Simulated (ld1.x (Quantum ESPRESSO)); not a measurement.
# Si ultrasoft: all-electron and pseudo phase curves

| Quantity | Value |
| --- | --- |
| Element | silicon (Si) |
| Generator | ld1.x (Quantum ESPRESSO) 7.5 |
| Type | ultrasoft |
| Functional | PBEsol |
| Relativity | scalar-relativistic |
| Frozen core | [He] |
| Valence charge | 12 |
| Reference configuration | 2s2 2p6 3s2 3p2 |
| Partial waves | 2s (bound): rcut 0.80, rcutus 0.85 bohr; 3s (bound): rcut 0.80, rcutus 0.85 bohr; 2p (bound): rcut 0.80, rcutus 0.85 bohr; 3p (bound): rcut 0.80, rcutus 0.85 bohr; 3d channel at 6.38 Ry: rcut 0.80, rcutus 1.00 bohr |
| Local potential | all-electron potential smoothed inside 0.70 bohr (lloc = -1) |
| Core correction | none |
| Augmentation charge | built from norm-conserving waves at rcut, not smoothed further |

The phase is arctan(r·u′/u) with u = r·R(r), unwrapped; energies in Ry, scanned from -12 to 5 Ry. A pole is an energy at which the radial function vanishes at the test radius. The pseudo phase is shifted by a multiple of π to meet the all-electron one at the reference energy, and phase errors are pseudo minus all-electron; the curves can meet again beyond the range given. Levels narrower than the energy grid can be missing from the lists of poles.

Task: For each channel, where are the poles, and over which energies does the pseudopotential scatter like the atom?

Result:

```
channel  radius (bohr)  reference energy (Ry)  poles, all-electron  poles, pseudo  unbroken range about the reference energy with phases within 0.05 rad  phase error 1 Ry above the reference energy (rad)
      s           1.10                  -0.79                -9.07   -9.81, -6.42                                       not even at the reference energy                                             +0.233
      p           1.10                  -0.30                -5.97   -6.44, -2.78                                       not even at the reference energy                                             +0.207
      d           1.10                   6.38                 none           none                                       not even at the reference energy                                             -0.166
```

A Bessel basis up to 400 Ry misses an occupied level by 3.21 Ry, so cutoffs and ghosts were not judged. The potential misses its own reference levels by up to 5.9 eV, so it is not fit for use.

Phases in the p channel:

| E (Ry) | all-electron | pseudo |
| --- | --- | --- |
| -12.00 | 1.225 | 4.363 |
| -11.52 | 1.207 | 4.342 |
| -11.04 | 1.185 | 4.316 |
| -10.56 | 1.156 | 4.280 |
| -10.08 | 1.118 | 4.231 |
| -9.60 | 1.065 | 4.154 |
| -9.12 | 0.982 | 4.019 |
| -8.64 | 0.835 | 3.734 |
| -8.16 | 0.521 | 3.039 |
| -7.68 | -0.210 | 2.192 |
| -7.20 | -0.999 | 1.806 |
| -6.72 | -1.353 | 1.633 |
| -6.24 | -1.515 | 1.535 |
| -5.76 | -1.606 | 1.467 |
| -5.28 | -1.666 | 1.411 |
| -4.80 | -1.710 | 1.351 |
| -4.32 | -1.745 | 1.261 |
| -3.84 | -1.774 | 0.989 |
| -3.36 | -1.800 | -1.050 |
| -2.88 | -1.824 | -1.541 |
| -2.40 | -1.848 | -1.645 |
| -1.92 | -1.871 | -1.694 |
| -1.44 | -1.894 | -1.726 |
| -0.96 | -1.919 | -1.751 |
| -0.48 | -1.945 | -1.771 |
| 0.00 | -1.973 | -1.788 |
| 0.48 | -2.004 | -1.805 |
| 0.96 | -2.038 | -1.820 |
| 1.44 | -2.078 | -1.835 |
| 1.92 | -2.123 | -1.850 |
| 2.40 | -2.176 | -1.865 |
| 2.88 | -2.238 | -1.880 |
| 3.36 | -2.313 | -1.895 |
| 3.84 | -2.404 | -1.911 |
| 4.32 | -2.515 | -1.928 |
| 4.80 | -2.652 | -1.946 |
